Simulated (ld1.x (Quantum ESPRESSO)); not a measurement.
## Configuration tests for oxygen (O) (RRKJ)

- Element: O
- Generator: ld1.x (Quantum ESPRESSO) 7.5
- Type: norm-conserving RRKJ (Kleinman–Bylander form)
- Functional: PBEsol
- Relativity: scalar-relativistic
- Frozen core: [He]
- Valence charge: 6
- Reference configuration: 2s2 2p4
- Partial waves: 2s (bound): rc 0.95 bohr; 2p (bound): rc 1.70 bohr
- Local potential: all-electron potential smoothed inside 1.15 bohr (lloc = -1)
- Core correction: none
- rho0: 0.02

Energies are relative to the spin-unpolarised reference configuration 2s2 2p4; without spin polarisation the order of configurations can differ from experiment.

```tsv
valence configuration	charge	ΔE all-electron (eV)	error AE − PS (meV)
2s2 2p3	+1	16.360	+37
2s2 2p2	+2	49.837	+355
2s2 2p1	+3	103.544	+1481
2s2 2p4.3	-0.3	-2.107	+0.5
2s1 2p5	0	14.855	+2.4
2s0 2p6	0	29.748	+12
```

**Question.** What are ΔE and the potential's error for 2s2 2p0?

**Answer.** ΔE = 180.189 eV all-electron; the error (AE − PS) is +4227 meV.
